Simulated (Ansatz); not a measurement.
Consider the silylene formation by 1,1-elimination: `C=C[SiH](F)O[SiH3]` → `C=CF` + `[SiH]O[SiH3]`.

Isolated molecules relaxed with PBE0-D4/def2-TZVP in Ansatz; ΔE leaves out vibrations. CCSD(T)/CBS adds triple-zeta CCSD(T) − MP2 to the extrapolated MP2 energy (def2 sets, frozen cores). Functionals use def2-TZVPP. B3LYP here is the variant with VWN-RPA as its local correlation; programs differ in this. HSE06 is defined as in plane-wave codes. Each species was taken in one conformer, which may not be the lowest.

```csv
level,ΔE (kcal/mol),difference from CCSD(T)/CBS
LDA (SPW92),100.6,-3.4
PBE-D4,95.8,-8.2
revPBE-D4,95.2,-8.8
BLYP-D4,94.0,-10.0
r2SCAN-D4,104.7,0.7
B97M-V,100.4,-3.6
PBE0-D4,101.3,-2.7
B3LYP-D4,99.0,-5.0
r2SCANh-D4,105.7,1.7
r2SCAN0-D4,107.1,3.1
HSE06-D4,101.1,-2.9
BHLYP-D4,104.9,0.9
CAM-B3LYP-D4,101.6,-2.4
ωB97X-V,102.4,-1.6
ωB97M-V,99.6,-4.4
B2PLYP,100.3,-3.7
PBE,93.4,-10.6
revPBE,89.7,-14.3
BLYP,89.2,-14.8
r2SCAN,103.9,-0.1
PBE0,99.2,-4.8
B3LYP,95.3,-8.7
r2SCANh,104.9,0.9
r2SCAN0,106.2,2.2
BHLYP,101.9,-2.1
CAM-B3LYP,99.4,-4.6
LC-ωPBE,103.3,-0.7
RPA@PBE/def2-TZVPP,95.9,-8.1
HF/def2-SVP,96.3,-7.7
MP2/def2-SVP,99.9,-4.1
CCSD(T)/def2-SVP,93.2,-10.8
HF/def2-TZVPP,101.9,-2.1
MP2/def2-TZVPP,107.4,3.4
SCS-MP2/def2-TZVPP,104.2,0.2
CCSD/def2-TZVPP,101.5,-2.5
CCSD(T)/def2-TZVPP,101.4,-2.6
HF/def2-QZVPP,102.5,-1.5
SCS-MP2/def2-QZVPP,106.0,2.0
HF/CBS(def2),102.6,-1.4
CCSD/CBS(def2),104.0,0.0
CCSD(T)/CBS,104.0,0
```

Largest T1 diagnostic among the species: 0.014.

At CCSD(T), def2-SVP lies −10.8 kcal/mol from the extrapolated value and def2-TZVPP −2.6 kcal/mol. Leaving LDA and LC-ωPBE aside and taking each functional with its dispersion term where it has one, the values spread over 13.0 kcal/mol, from BLYP-D4 to r2SCAN0-D4. LDA lies +7.2 kcal/mol from PBE without D4. From PBE to PBE0 (25 % exact exchange), in def2-TZVPP and without D4, ΔE moves by +5.8 kcal/mol.
